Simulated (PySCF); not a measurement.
# Re+ (rhenium, charge +1): UHF calculation

Configuration: [Xe] 4f14 5d4 6s2, high-spin 5D determinant (an excited configuration). All numbers are calculated (PySCF 2.14, a scalar-relativistic core potential, in aug-cc-pVTZ-PP with one added diffuse shell each of s, p, d, f, g type with ECP60MDF (7s7p6d4f3g, 113 functions)).

```
Total energy                                                  : -77.471633 hartree
One-electron energy                                           : -128.0490 hartree
Hartree (Coulomb) energy                                      : 58.1121 hartree
Exchange energy                                               : -7.5346 hartree
⟨S²⟩                                                          : 6.0101
⟨L²⟩                                                          : 8.538
Sum of ⟨r⟩                                                    : 22.14 bohr
Sum of ⟨r²⟩                                                   : 44.50 bohr²
Traceless quadrupole moment −½Σ⟨3z² − r²⟩ along its main axis : 0.922 e·bohr²
```

| shell | electrons | mean orbital energy (hartree) | spread (hartree) | rms radius, mean of both spins (bohr) |
| --- | --- | --- | --- | --- |
| 5s α | 1 | -4.11272 | 0 | 1.12 |
| 5s β | 1 | -3.94522 | 0 | 1.12 |
| 5p α | 3 | -2.56167 | 0.02328 | 1.30 |
| 5p β | 3 | -2.32060 | 0.02915 | 1.30 |
| 5d α | 4 | -0.76251 | 0.04318 | 1.92 |
| 6s α | 1 | -0.59163 | 0 | 2.92 |
| 6s β | 1 | -0.54780 | 0 | 2.92 |

⟨L²⟩ = 8.54 against 6 for a pure D term, so this real determinant mixes terms. Energies and moments cover only the electrons outside the core potential. Spin-orbit coupling, absent here, splits the open shell strongly. The s, p, d and f populations moved away from the nominal configuration during the SCF.
